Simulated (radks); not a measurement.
Results of a calculation; reference values are marked as such.
Ta III, configuration [Xe] 4f14 5d1 5f2 (not the ground configuration).

Level of theory: Dirac Kohn-Sham, PBEsol, spin-unpolarised, spherical densities, point nucleus; open shells fill j = l - 1/2 first (a radial shooting solver on a logarithmic mesh with Libxc functionals).

Energy parts (Ry):
part                       energy
total                 -31238.2239
kinetic                35072.9569
electron-nucleus      -77783.0580
Hartree                12095.2807
exchange-correlation    -623.4035

Orbitals (lengths in bohr, moments of r in powers of bohr; r(max) is where P^2 peaks):
| orbital | occ. | eigenvalue (Ry) | r(max) | <1/r> |
|---|---|---|---|---|
| 1s1/2 | 2 | -4945.251 | 0.01167 | 85.45 |
| 2s1/2 | 2 | -850.8716 | 0.06706 | 20.75 |
| 2p1/2 | 2 | -813.2662 | 0.04993 | 20.71 |
| 2p3/2 | 4 | -719.9527 | 0.05666 | 17.50 |
| 3s1/2 | 2 | -196.5241 | 0.1890 | 7.612 |
| 3p1/2 | 2 | -179.8206 | 0.1770 | 7.527 |
| 3p3/2 | 4 | -159.7334 | 0.1909 | 6.697 |
| 3d3/2 | 4 | -131.5392 | 0.1497 | 6.590 |
| 3d5/2 | 6 | -127.1628 | 0.1535 | 6.393 |
| 4s1/2 | 2 | -41.73394 | 0.4294 | 3.196 |
| 4p1/2 | 2 | -34.85257 | 0.4295 | 3.085 |
| 4p3/2 | 4 | -30.22220 | 0.4588 | 2.795 |
| 4d3/2 | 4 | -18.91888 | 0.4564 | 2.578 |
| 4d5/2 | 6 | -18.06843 | 0.4658 | 2.508 |
| 4f5/2 | 6 | -4.01459 | 0.4385 | 2.024 |
| 4f7/2 | 8 | -3.86828 | 0.4436 | 1.993 |
| 5s1/2 | 2 | -7.45254 | 0.9873 | 1.232 |
| 5p1/2 | 2 | -5.43088 | 1.061 | 1.108 |
| 5p3/2 | 4 | -4.75770 | 1.143 | 1.011 |
| 5d3/2 | 1 | -2.10881 | 1.444 | 0.7359 |
| 5d5/2 | 0 | -2.04151 | 1.480 | 0.7167 |
| 5f5/2 | 2 | -0.54691 | 4.108 | 0.2582 |
| 5f7/2 | 0 | -0.54567 | 4.124 | 0.2574 |
| 6s1/2 | 0 | -1.81793 | 2.399 | 0.4846 |
| 6p1/2 | 0 | -1.35921 | 2.804 | 0.4099 |
| 6p3/2 | 0 | -1.26153 | 3.025 | 0.3816 |

The highest occupied level is 5f5/2 at -7.441 eV. The configuration is held as typed, so some empty levels lie below it. The density falls to 0.001 e/bohr^3 at r = 5.43 bohr.
